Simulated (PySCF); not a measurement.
C3F6, triplet, at a GFN2-xTB geometry (a higher spin typed on purpose: for a closed-shell molecule this is an excited state); DF-R2SCAN/6-31+G* in PySCF.

Input for PySCF:
```python
from pyscf import gto, scf, dft

mol = gto.M(
    atom='''
F     2.241806   -0.015048   -0.672254
C     1.482565    0.212104    0.400842
F     1.636662    1.474212    0.803833
C     0.180451   -0.406710    0.491762
F    -0.019770   -1.379044    1.381178
C    -1.033028   -0.073828   -0.351571
F    -2.075112    0.305645    0.398348
F    -0.759590    0.916729   -1.196514
F    -1.443988   -1.123538   -1.075279
''',
    basis='6-31+g*',
    charge=0,
    spin=2,
    verbose=4,
)

mf = dft.UKS(mol)
mf.xc = 'r2scan'
mf = mf.density_fit(auxbasis='def2-universal-jkfit')
mf.kernel()
mf.analyze()
```

What the program printed (banner, timings and long lists left out):

```
PySCF version 2.14.0

[INPUT] verbose = 4
[INPUT] num. atoms = 9
[INPUT] num. electrons = 72
[INPUT] charge = 0
[INPUT] spin (= nelec alpha-beta = 2S) = 2
[INPUT] symmetry False subgroup None
[INPUT] Mole.unit = angstrom
[INPUT] Symbol           X                Y                Z      unit          X                Y                Z       unit  Magmom
[...]
nuclear repulsion = 504.476279021746
number of shells = 72
number of NR pGTOs = 279
number of NR cGTOs = 162
basis = 6-31+g*
ecp = {}

******** <class 'pyscf.df.df_jk.DFUKS'> ********
method = DFUKS
initial guess = minao
damping factor = 0
level_shift factor = 0
DIIS = <class 'pyscf.scf.diis.CDIIS'>
diis_start_cycle = 1
diis_space = 8
diis_damp = 0
SCF conv_tol = 1e-09
SCF conv_tol_grad = None
SCF max_cycles = 50
direct_scf = False
number electrons alpha = 37  beta = 35
XC library pyscf.dft.libxc version 7.1.2
    S. Lehtola, C. Steigemann, M. J. T. Oliveira, and M. A. L. Marques,  SoftwareX 7, 1–5 (2018)
XC functionals = r2scan
    J. W. Furness, A. D. Kaplan, J. Ning, J. P. Perdew, and J. Sun,  J. Phys. Chem. Lett. 11, 8208–8215 (2020)
    J. W. Furness, A. D. Kaplan, J. Ning, J. P. Perdew, and J. Sun,  J. Phys. Chem. Lett. 11, 9248–9248 (2020)
    J. W. Furness, A. D. Kaplan, J. Ning, J. P. Perdew, and J. Sun,  J. Phys. Chem. Lett. 11, 8208–8215 (2020)
    J. W. Furness, A. D. Kaplan, J. Ning, J. P. Perdew, and J. Sun,  J. Phys. Chem. Lett. 11, 9248–9248 (2020)
radial grids:
    Treutler-Ahlrichs [JCP 102, 346 (1995); DOI:10.1063/1.469408] (M4) radial grids

becke partition: Becke, JCP 88, 2547 (1988); DOI:10.1063/1.454033
pruning grids: <function nwchem_prune>
grids dens level: 3
symmetrized grids: False
atomic radii adjust function: <function treutler_atomic_radii_adjust>
small_rho_cutoff = 0
Set gradient conv threshold to 3.16228e-05
tot grids = 127928
init E= -714.338565812598

cycle= 1 E= -712.789840452398  delta_E= 1.55  |g|= 0.713  |ddm|= 2.96
cycle= 2 E= -712.30540277879  delta_E= 0.484  |g|= 1.41  |ddm|= 1.77
cycle= 3 E= -712.964072637811  delta_E= -0.659  |g|= 0.103  |ddm|= 1.14
cycle= 4 E= -712.966500218709  delta_E= -0.00243  |g|= 0.0679  |ddm|= 0.152
cycle= 5 E= -712.968054663527  delta_E= -0.00155  |g|= 0.015  |ddm|= 0.0669
cycle= 6 E= -712.968133493199  delta_E= -7.88e-05  |g|= 0.00601  |ddm|= 0.0378
cycle= 7 E= -712.968148654582  delta_E= -1.52e-05  |g|= 0.00216  |ddm|= 0.00839
cycle= 8 E= -712.968150053461  delta_E= -1.4e-06  |g|= 0.00115  |ddm|= 0.00457
cycle= 9 E= -712.968150569374  delta_E= -5.16e-07  |g|= 0.000158  |ddm|= 0.00152
cycle= 10 E= -712.968150585623  delta_E= -1.62e-08  |g|= 7.19e-05  |ddm|= 0.000334
cycle= 11 E= -712.968150588392  delta_E= -2.77e-09  |g|= 2.72e-05  |ddm|= 0.000153
cycle= 12 E= -712.968150588487  delta_E= -9.46e-11  |g|= 2.39e-05  |ddm|= 4.82e-05
Extra cycle  E= -712.968150588063  delta_E= 4.24e-10  |g|= 4.34e-05  |ddm|= 5.42e-05
converged SCF energy = -712.968150588063  <S^2> = 2.0078664  2S+1 = 3.0052397
**** SCF Summaries ****
Total Energy =                        -712.968150588063054
Nuclear Repulsion Energy =             504.476279021745768
One-electron Energy =                -1991.314100951081855
Two-electron Energy =                  773.869671341273033
Two-electron Coulomb Energy =          852.536143082956869
DFT Exchange-Correlation Energy =      -78.666471741683793
**** MO energy ****
                             alpha | beta                alpha | beta
[...]
To work with the spin densities directly, `use mulliken_meta_spin()` only printing them here.

 ** Mulliken spin pop alpha/beta on meta-lowdin orthogonal AOs **
 ** Mulliken Spin Density (per AO)  **
spin_pop of  0 F 1s       -0.00000
spin_pop of  0 F 2s        0.00477
spin_pop of  0 F 3s        0.00051
spin_pop of  0 F 4s        0.00024
spin_pop of  0 F 2px       0.03647
spin_pop of  0 F 2py       0.01887
spin_pop of  0 F 2pz       0.04030
spin_pop of  0 F 3px       0.00088
spin_pop of  0 F 3py       0.00058
spin_pop of  0 F 3pz       0.00070
[...]
spin_pop of  4 F 3pz       0.00122
spin_pop of  4 F 4px       0.00004
spin_pop of  4 F 4py      -0.00005
spin_pop of  4 F 4pz      -0.00007
spin_pop of  4 F 3dxy     -0.00002
spin_pop of  4 F 3dyz     -0.00001
spin_pop of  4 F 3dz^2    -0.00018
spin_pop of  4 F 3dxz     -0.00002
spin_pop of  4 F 3dx2-y2   -0.00005
spin_pop of  5 C 1s        0.00000
spin_pop of  5 C 2s        0.00085
spin_pop of  5 C 3s        0.00028
spin_pop of  5 C 4s        0.00012
spin_pop of  5 C 2px      -0.00577
spin_pop of  5 C 2py       0.00724
spin_pop of  5 C 2pz       0.00755
spin_pop of  5 C 3px      -0.00013
spin_pop of  5 C 3py       0.00008
spin_pop of  5 C 3pz       0.00003
spin_pop of  5 C 4px       0.00020
spin_pop of  5 C 4py       0.00011
spin_pop of  5 C 4pz       0.00008
spin_pop of  5 C 3dxy      0.00039
spin_pop of  5 C 3dyz      0.00011
spin_pop of  5 C 3dz^2     0.00017
spin_pop of  5 C 3dxz      0.00019
spin_pop of  5 C 3dx2-y2   -0.00004
spin_pop of  6 F 1s       -0.00000
spin_pop of  6 F 2s        0.00146
spin_pop of  6 F 3s        0.00014
spin_pop of  6 F 4s        0.00003
spin_pop of  6 F 2px       0.02189
spin_pop of  6 F 2py       0.00109
spin_pop of  6 F 2pz       0.00015
spin_pop of  6 F 3px       0.00000
spin_pop of  6 F 3py       0.00001
spin_pop of  6 F 3pz      -0.00002
spin_pop of  6 F 4px       0.00002
spin_pop of  6 F 4py      -0.00001
spin_pop of  6 F 4pz       0.00001
spin_pop of  6 F 3dxy      0.00001
spin_pop of  6 F 3dyz      0.00000
spin_pop of  6 F 3dz^2    -0.00000
spin_pop of  6 F 3dxz      0.00003
spin_pop of  6 F 3dx2-y2   -0.00001
spin_pop of  7 F 1s       -0.00000
spin_pop of  7 F 2s        0.00009
spin_pop of  7 F 3s        0.00007
spin_pop of  7 F 4s        0.00011
spin_pop of  7 F 2px      -0.00091
spin_pop of  7 F 2py       0.00130
spin_pop of  7 F 2pz       0.00088
spin_pop of  7 F 3px       0.00002
spin_pop of  7 F 3py       0.00001
spin_pop of  7 F 3pz      -0.00001
spin_pop of  7 F 4px       0.00007
spin_pop of  7 F 4py       0.00001
spin_pop of  7 F 4pz       0.00000
spin_pop of  7 F 3dxy      0.00002
spin_pop of  7 F 3dyz      0.00001
spin_pop of  7 F 3dz^2     0.00001
spin_pop of  7 F 3dxz      0.00001
spin_pop of  7 F 3dx2-y2   -0.00000
spin_pop of  8 F 1s       -0.00000
spin_pop of  8 F 2s        0.00152
spin_pop of  8 F 3s        0.00014
spin_pop of  8 F 4s        0.00003
spin_pop of  8 F 2px       0.01626
spin_pop of  8 F 2py       0.00100
spin_pop of  8 F 2pz       0.00670
spin_pop of  8 F 3px      -0.00006
spin_pop of  8 F 3py       0.00001
spin_pop of  8 F 3pz       0.00003
spin_pop of  8 F 4px      -0.00001
spin_pop of  8 F 4py       0.00003
spin_pop of  8 F 4pz      -0.00001
spin_pop of  8 F 3dxy      0.00000
spin_pop of  8 F 3dyz      0.00001
spin_pop of  8 F 3dz^2     0.00001
spin_pop of  8 F 3dxz     -0.00000
spin_pop of  8 F 3dx2-y2    0.00002
 ** Mulliken Spin Density (per atom)  **
spin density of  0 F =      0.10308
spin density of  1 C =      0.78862
spin density of  2 F =      0.10273
spin density of  3 C =      0.82459
spin density of  4 F =      0.11735
spin density of  5 C =      0.01146
spin density of  6 F =      0.02480
spin density of  7 F =      0.00168
spin density of  8 F =      0.02569
 ** Mulliken pop alpha/beta on meta-lowdin orthogonal AOs **
 ** Mulliken pop       alpha | beta **
In total            37.00000 | 35.00000
 ** Mulliken atomic charges   ( Nelec_alpha | Nelec_beta ) **
charge of  0F =     -0.22247  (     4.66278      4.55969 )
charge of  1C =      0.45507  (     3.16677      2.37816 )
charge of  2F =     -0.22213  (     4.66243      4.55970 )
charge of  3C =      0.21225  (     3.30617      2.48158 )
charge of  4F =     -0.20574  (     4.66154      4.54419 )
charge of  5C =      0.75470  (     2.62838      2.61692 )
charge of  6F =     -0.25844  (     4.64162      4.61682 )
charge of  7F =     -0.25402  (     4.62785      4.62617 )
charge of  8F =     -0.25923  (     4.64246      4.61677 )
Dipole moment(X, Y, Z, Debye):  0.42811, -0.20708,  0.40141
```
